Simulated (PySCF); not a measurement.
Several orderings of computed values.

Each SMILES stands for a single optimised conformer of the isolated species, non-relativistic unless stated. Electronic properties by PySCF.

The conformers computed, where there is a choice (atom-mapped SMILES and torsion angles):
- `[CH3:1][C@@H:2]([SiH3:3])[CH2:4][CH2:5][C@H:6]([F:7])[C:8]#[N:9]`: C1–C2–C4–C5 173°, C2–C4–C5–C6 -177°, C4–C5–C6–F7 -174°
- `[CH2:1]=[C:2]([F:3])[CH:4]([CH3:5])[CH3:6]`: C1–C2–C4–C5 120°
- `[CH:1]#[C:2]/[C:3]([F:4])=[CH:5]/[C@H:6]([CH3:7])[C:8](=[CH2:9])[CH3:10]`: C3–C5–C6–C7 -121°, C5–C6–C8–C9 103°
- `[CH3:1][O:2][CH2:3][CH2:4][C@H:5]([SiH3:6])[CH:7]=[O:8]`: C1–O2–C3–C4 -177°, O2–C3–C4–C5 63°, C3–C4–C5–Si6 -170°, C4–C5–C7–O8 22°
- `[CH3:1]/[CH:2]=[CH:3]/[SiH:4]([O:5][CH3:6])[O:7][CH3:8]`: C2–C3–Si4–O5 125°, C3–Si4–O5–C6 62°, C3–Si4–O7–C8 175°
- `[CH3:1][SiH:2]([CH3:3])[CH2:4][CH2:5][C@H:6]([F:7])[C:8]#[N:9]`: C1–Si2–C4–C5 57°, Si2–C4–C5–C6 179°, C4–C5–C6–F7 -175°
- `[CH2:1]=[CH:2][CH2:3][C:4]1=[CH:5][CH:6]=[CH:7][C@@:8]1([CH3:9])[F:10]`: C1–C2–C3–C4 117°, C2–C3–C4–C5 -12°
- `[CH3:1][CH:2]([CH3:3])[CH2:4][SiH2:5][C@H:6]([F:7])[C:8]#[N:9]`: C1–C2–C4–Si5 -59°, C2–C4–Si5–C6 -168°, C4–Si5–C6–F7 64°

(1) Rank by smallest rotational constant, highest first (GFN2-xTB).
A. `C(=O)[SiH3]`
B. `C#C/C(F)=C/[C@H](C)C(=C)C`
C. `C=C(F)C(C)C`
D. `C[C@@H]([SiH3])CC[C@H](F)C#N`
E. `C(=O)[C@H](CCOC)[SiH3]`

(2) Rank by HOMO–LUMO gap, highest first (PBE0/pcSseg-1 at GFN2-xTB geometries).
A. `C[SiH](C)CC[C@H](F)C#N`
B. `C=CCC1=CC=C[C@@]1(C)F`
C. `CC(C)C[SiH2][C@H](F)C#N`
D. `C(C[C@H](F)C#N)[C@@H](C)[SiH3]`
E. `C/C=C/[SiH](OC)OC`

(3) Rank by HOMO energy, highest first (PBE0/pcSseg-1 at GFN2-xTB geometries).
A. `C=CCC1=CC=C[C@@]1(C)F`
B. `CC(C)C[SiH2][C@H](F)C#N`
C. `C#C/C(F)=C/[C@H](C)C(=C)C`
D. `COCC[C@H]([SiH3])C=O`

(4) Give the two extremes of that set in hartree.

(5) Rank by dipole moment, highest first (PBE0/pcSseg-1 at GFN2-xTB geometries).
A. `C[C@H](C(C)=C)/C=C(/C#C)F`
B. `[C@H](C#N)(F)CC[C@H]([SiH3])C`
C. `C=CCC1=CC=C[C@@]1(C)F`
D. `CC(C)C[SiH2][C@H](F)C#N`

## Answers

(1) A (4.946 GHz), C (2.563 GHz), E (0.753 GHz), B (0.677 GHz), D (0.507 GHz).

(2) A (8.54 eV), D (8.42 eV), C (8.24 eV), E (7.44 eV), B (5.26 eV).

(3) A (-6.41 eV), C (-7.01 eV), D (-7.29 eV), B (-8.61 eV).

(4) `CC(C)C[SiH2][C@H](F)C#N`: -0.316 Eh; `C=CCC1=CC=C[C@@]1(C)F`: -0.235 Eh.

(5) D (3.61 D), B (3.37 D), C (1.67 D), A (1.20 D).
